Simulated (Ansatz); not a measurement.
`OC(S)S[SiH3]` and `OCS` differ in one atom or group.

Ansatz, PBE0-D4/def2-TZVP geometries, multiplicity 1. Each molecule was computed in one conformer, which needn't be the lowest.

| property | `OC(S)S[SiH3]` |
| --- | --- |
| LUMO energy (ωB97M-V/def2-TZVPP) / eV | 1.37 |
| HOMO–LUMO gap (PBE0/def2-TZVPP) / eV | 6.73 |
| HOMO energy (B3LYP/def2-TZVPP) / eV | -7.07 |
| LUMO energy (PBE/def2-TZVPP) / eV | -1.54 |
| LUMO energy (B3LYP/def2-TZVPP) / eV | -0.80 |
| HOMO–LUMO gap (B3LYP/def2-TZVPP) / eV | 6.27 |

Give the same properties after the change, and the shifts. (An estimate is asked.)

Ansatz gave: 
```json
{"property": "LUMO energy (ωB97M-V/def2-TZVPP) / eV", "`OCS`": "2.12", "shift": "0.75"}
{"property": "HOMO–LUMO gap (PBE0/def2-TZVPP) / eV", "`OCS`": "7.58", "shift": "0.85"}
{"property": "HOMO energy (B3LYP/def2-TZVPP) / eV", "`OCS`": "-6.86", "shift": "0.21"}
{"property": "LUMO energy (PBE/def2-TZVPP) / eV", "`OCS`": "-0.45", "shift": "1.09"}
{"property": "LUMO energy (B3LYP/def2-TZVPP) / eV", "`OCS`": "0.15", "shift": "0.95"}
{"property": "HOMO–LUMO gap (B3LYP/def2-TZVPP) / eV", "`OCS`": "7.01", "shift": "0.74"}
```

With PBE0 the HOMO rises by 0.21 eV and the LUMO rises by 1.06 eV, so the gap widens by about 0.85 eV. PBE moves the HOMO by 0.23 eV and ωB97M-V by 0.17 eV.

B3LYP here is the variant with VWN-RPA as its local correlation; programs differ in this.
